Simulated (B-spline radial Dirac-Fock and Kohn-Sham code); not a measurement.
# Two-hole binding energies of Zn

System: neutral zinc, [Ar] 3d10 4s1 4p1 (not the ground configuration).

Level of theory: Dirac-Fock ΔSCF + Breit + QED; a radial atomic solver. U is the two-hole binding energy less the two single-hole energies, the effective repulsion of the holes after relaxation. Each two-hole energy is an average over J within one jj subconfiguration.

```csv
holes,E(a) (eV),E(b) (eV),E(ab) (eV),U (eV)
1s⁻¹ 3p1/2⁻¹,9668.5,102.0,9796.9,26.4
1s⁻¹ 3p3/2⁻¹,9668.5,99.01,9793.4,25.9
1s⁻¹ 3d3/2⁻¹,9668.5,16.80,9705.3,20.0
2p1/2⁻²,1053.7,1053.7,2181.6,74.1
2p1/2⁻¹ 2p3/2⁻¹,1053.7,1030.4,2151.3,67.2
2p3/2⁻²,1030.4,1030.4,2129.1,68.4
2s⁻¹ 3d3/2⁻¹,1208.1,16.80,1245.8,20.9
2s⁻¹ 3d5/2⁻¹,1208.1,16.47,?,?
2p1/2⁻¹ 3p3/2⁻¹,1053.7,99.01,1176.2,23.4
2p3/2⁻¹ 3p1/2⁻¹,1030.4,102.0,1156.1,23.7
2p1/2⁻¹ 3d3/2⁻¹,1053.7,16.80,1090.8,20.2
3p1/2⁻²,102.0,102.0,225.6,21.6
3d3/2⁻²,16.80,16.80,51.62,18.0
3d5/2⁻²,16.47,16.47,51.04,18.1
```

Question: Give the missing two-hole energy and U.

Answer: E(ab) = 1245.4 eV and U = 20.8 eV.

Values without a named source are computed, but for edge energies of neutral atoms, which are taken from tables.
